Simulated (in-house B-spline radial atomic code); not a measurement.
Checks on a self-consistent run for Xe⁶⁺, 2s2 2p6 3s2 3p6 3d10 4s2 4p6 4d10 5s2 5p2. Method: Dirac-Hartree-Fock, average of configuration, Fermi nucleus of rms radius 4.7859 fm. Calculated with a B-spline radial code for spherical atoms.

| orbital | q | ε (Eh) | <1/r> | <r²> | small-component weight |
| --- | --- | --- | --- | --- | --- |
| 2s1/2 | 2 | -219.44584 | 14.0498 | 0.0146448 | 0.0090463 |
| 2p1/2 | 2 | -210.29842 | 14.0758 | 0.0105745 | 0.0091078 |
| 2p3/2 | 4 | -196.74272 | 12.8974 | 0.0118095 | 0.0086292 |
| 3s1/2 | 2 | -50.14228 | 5.08398 | 0.0990522 | 0.0027694 |
| 3p1/2 | 2 | -45.31328 | 5.0164 | 0.0922795 | 0.0027231 |
| 3p3/2 | 4 | -42.62509 | 4.72611 | 0.0996004 | 0.002594 |
| 3d3/2 | 4 | -33.03842 | 4.59976 | 0.0816719 | 0.0024866 |
| 3d5/2 | 6 | -32.44966 | 4.52205 | 0.0838197 | 0.0024455 |
| 4s1/2 | 2 | -12.57309 | 2.06876 | 0.521138 | 0.00081299 |
| 4p1/2 | 2 | -10.60297 | 1.97442 | 0.554515 | 0.00075532 |
| 4p3/2 | 4 | -10.03552 | 1.88634 | 0.593317 | 0.00071849 |
| 4d3/2 | 4 | -6.48522 | 1.67683 | 0.710956 | 0.0005902 |
| 4d5/2 | 6 | -6.38280 | 1.65242 | 0.727976 | 0.00057834 |
| 5s1/2 | 2 | -3.71997 | 0.846731 | 2.68755 | 0.00019534 |
| 5p1/2 | 0.66667 | -3.18824 | 0.782924 | 3.1094 | 0.0001728 |
| 5p3/2 | 1.3333 | -3.08860 | 0.75616 | 3.28972 | 0.00016489 |

Electron-electron repulsion V_ee = 2359.8923 hartree.

**Question.** What total energy follows from the eigenvalues?

**Answer.** The eigenvalues count the repulsion twice, so E = Σqε - V_ee = -2499.138 - 2359.892 = -4859.030 hartree; the run printed -4859.030.

**Question.** Does the Dirac virial theorem hold?

**Answer.** For a point nucleus E = -2c²Σq·w, with w the small-component weight. Here Σq·w = 0.12937 and c = 137.0360, so the ratio E/(-2c²Σq·w) is 1.000015; the finite nucleus accounts for the departure from 1.

**Question.** What diamagnetic shielding (Lamb formula) and susceptibility (Langevin formula) do the radii give?

**Answer.** σ = (α²/3)Σq<1/r> = 227.954/(3·137.036²) = 4046.3 ppm, and χ = -0.79199×10⁻⁶·Σq<r²> = -20.02×10⁻⁶ cm³/mol with Σq<r²> = 25.279 bohr². Both are non-relativistic formulas without the paramagnetism of open shells; for so heavy an element the full relativistic shielding is larger by tens of per cent.
